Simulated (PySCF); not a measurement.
In(Cl)(Me)2 (C2H6ClIn), SMILES [CH3][In]([Cl])[CH3].

The structure is a stationary point at B3LYP-D3(BJ)/def2-SVP. The structure was generated by enumeration; whether it is a known compound was not checked. The def2 effective core potentials stand for the cores of In; spin–orbit coupling is left out.

All values below come from PBE/def2-TZVP in PySCF.

Gas-phase values at a fixed geometry.

The total energy is -729.94883 hartree, the highest occupied level is -6.34 eV and the lowest empty level comes out as -1.98 eV. The orbital gap is 4.36 eV, the dipole moment comes out as 3.70 D and the quadrupole, principal values (traceless, Buckingham form, about the centre of nuclear charge) is -7.48, 1.25, 6.23 D·Å. The mean static polarisability comes out as 78.2 bohr³ (11.59 Å³) and the polarisability, principal values is 55.1, 85.2, 94.3 bohr³.
